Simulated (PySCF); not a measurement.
Job file and geometry (Å, from GFN2-xTB) of an NMR shielding run on `C(=C)COC(=O)[C@@H](C)O[SiH3]`, C$_{6}$H$_{12}$O$_{3}$Si, GIAO PBE0/pcSseg-1 NMR shielding, non-relativistic, gas phase in PySCF 2.14.0, density-fitted response routines; density fitting, a coarse starting grid and PySCF grid level 2 are the driver's defaults:

```
$ OMP_NUM_THREADS=1 python probes_run.py task.json out

{"job": {"kind": "nmr", "xc": "PBE0", "basis": "pcSseg-1"}, "charge": 0, "multiplicity": 1}
C     -3.395380     0.574026     1.231261
C     -3.312165     0.326536    -0.061183
C     -2.073083    -0.107590    -0.779193
O     -0.957771    -0.186668     0.113211
C      0.238551     0.094849    -0.381040
O      0.456819     0.404835    -1.523436
C      1.328821    -0.047204     0.667909
C      1.544193    -1.543351     0.933161
O      2.498144     0.558921     0.264773
Si     3.054426     0.896849    -1.232369
H     -4.318828     0.883505     1.687932
H     -2.540943     0.475605     1.878031
H     -4.170712     0.424509    -0.711263
H     -2.226747    -1.098063    -1.228376
H     -1.831737     0.593600    -1.588464
H      0.985992     0.441530     1.591599
H      0.633375    -1.993034     1.319016
H      2.346169    -1.663338     1.656606
H      1.834545    -2.037235     0.008590
H      3.040205    -0.256003    -2.129829
H      4.417374     1.206732    -0.805246
H      2.438341     2.070374    -1.842108
```

Task: What does the program print?

Result: 
```
coarse grid: 18840 points
cycle   1  E = -750.0208802906  dE =  1.524e+00  |g| = 1.072e+00  |ddm| = 4.134e+00
cycle   2  E = -749.6229354582  dE =  3.979e-01  |g| = 1.831e+00  |ddm| = 1.993e+00
cycle   3  E = -750.2174803093  dE = -5.945e-01  |g| = 2.807e-01  |ddm| = 1.409e+00
cycle   4  E = -750.2308775327  dE = -1.340e-02  |g| = 1.061e-01  |ddm| = 2.482e-01
cycle   5  E = -750.2326946855  dE = -1.817e-03  |g| = 2.647e-02  |ddm| = 7.176e-02
cycle   6  E = -750.2328438976  dE = -1.492e-04  |g| = 5.459e-03  |ddm| = 2.248e-02
cycle   7  E = -750.2328497472  dE = -5.850e-06  |g| = 1.707e-03  |ddm| = 4.481e-03
final grid: 177264 points
cycle   8  E = -750.3229773277  dE = -3.170e-05  |g| = 1.467e-02  |ddm| = 2.950e-02
cycle   9  E = -750.3229262315  dE =  5.110e-05  |g| = 2.230e-02  |ddm| = 2.318e-02
cycle  10  E = -750.3230164453  dE = -9.021e-05  |g| = 2.398e-03  |ddm| = 1.456e-02
cycle  11  E = -750.3230175248  dE = -1.080e-06  |g| = 5.044e-04  |ddm| = 1.635e-03
cycle  12  E = -750.3230175634  dE = -3.863e-08  |g| = 1.903e-04  |ddm| = 4.360e-04
cycle  13  E = -750.3230175708  dE = -7.350e-09  |g| = 3.792e-05  |ddm| = 1.637e-04
cycle  14  E = -750.3230175711  dE = -2.856e-10  |g| = 1.577e-05  |ddm| = 4.226e-05
converged SCF energy = -750.3230175711

GIAO shielding tensors (ppm)
atom      isotropic    diamagn.    paramagn.     s11        s22        s33       span
  0 C       66.736     254.836    -188.100    -48.434     70.707    177.935    226.369
  1 C       47.109     258.921    -211.813    -71.038     60.941    151.423    222.462
  2 C      119.114     246.321    -127.207     93.294    113.492    150.556     57.262
  3 O      144.819     406.424    -261.606    -30.086    223.716    240.826    270.912
  4 C        2.342     256.755    -254.414    -95.833     33.449     69.409    165.242
  5 O      -70.154     405.672    -475.826   -333.502   -201.600    324.638    658.140
  6 C      116.104     247.407    -131.304     93.085    103.811    151.415     58.329
  7 C      163.211     249.535     -86.323    139.402    163.871    186.362     46.960
  8 O      313.028     393.594     -80.566    276.674    324.260    338.150     61.477
  9 Si     395.860     878.854    -482.994    352.766    369.455    465.359    112.593
 10 H       26.101      26.391      -0.289     23.750     25.243     29.311      5.561
 11 H       25.840      34.209      -8.369     23.463     23.841     30.217      6.754
 12 H       25.561      27.810      -2.249     23.860     25.456     27.366      3.506
 13 H       27.261      31.031      -3.769     22.428     26.642     32.714     10.285
 14 H       25.908      32.245      -6.337     20.737     27.479     29.509      8.772
 15 H       27.057      32.428      -5.371     22.759     26.913     31.498      8.740
 16 H       30.355      31.614      -1.259     25.442     29.632     35.991     10.549
 17 H       30.047      29.209       0.838     26.282     27.688     36.171      9.889
 18 H       30.326      31.298      -0.972     26.972     29.417     34.589      7.617
 19 H       26.577      29.902      -3.325     23.666     24.702     31.363      7.697
 20 H       26.967      28.245      -1.278     22.806     25.447     32.649      9.844
 21 H       26.555      30.033      -3.477     22.775     25.399     31.492      8.717
```

Task: Turn these shieldings into chemical shifts. Referencing at the same level of theory: TMS for $^{13}$C (186.93 ppm) and $^{29}$Si (349.16 ppm) and $^{1}$H (31.72 ppm); $^{17}$O (336.08 ppm) against H2O.

Result: Averaging equivalent atoms: C 4: 184.6; C 1: 139.8; C 0: 120.2; C 6: 70.8; C 2: 67.8; C 7: 23.7; O 5: 406.2; O 3: 191.3; O 8: 23.1; Si 9: -46.7; H 12: 6.16; H 11: 5.88; H 14: 5.81; H 10: 5.62; H 19/20/21: 5.02; H 15: 4.66; H 13: 4.46; H 16/17/18: 1.47 ppm. Unscaled 17O shifts of doubly bonded oxygen tend to come out too high, by tens of ppm or more. Experimental scales use liquid or dissolved standards, which lie at an offset from isolated H2O (liquid H2O: subtract about 36 ppm).

Size and cost of the density-fitted run: 237 basis functions, about 2.4 core-minutes.
